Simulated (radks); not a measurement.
Results of a calculation; reference values are marked as such.
Problem. These are the eigenvalues of the occupied orbitals of an atom or ion with whole-number occupations (eV). Code: a radial shooting solver on a logarithmic mesh with Libxc functionals. Model: scalar-relativistic Kohn-Sham, exchange-only LDA, spin-polarised, spherical densities, point nucleus.

| orbital | eigenvalue |
|---|---|
| 1s up | -52985.75 |
| 1s down | -52984.11 |
| 2s up | -9753.918 |
| 2s down | -9752.873 |
| 2p up | -8802.441 |
| 2p down | -8801.024 |
| 3s up | -3019.119 |
| 3s down | -3017.422 |
| 3p up | -2725.318 |
| 3p down | -2723.468 |
| 3d up | -2349.814 |
| 3d down | -2348.106 |
| 4s up | -1359.946 |
| 4s down | -1352.846 |
| 4p up | -1250.980 |
| 4p down | -1243.917 |

Which element is it, and in what charge state? The configuration may be excited. Open shells, if any, are filled with parallel spins first.

Solution. Z = 65, terbium, charge +31: Tb31+ in [Ar] 3d10 4s2 4p4. The list shows which subshells hold electrons but not how many an open one holds; the 1s level, -1947.2 hartree, gives Z - s = 62.4 by -(Z - s)^2/2, which with screening and relativity narrows Z to a few neighbours, and the depths of the outer levels then fix element, charge and occupations together.
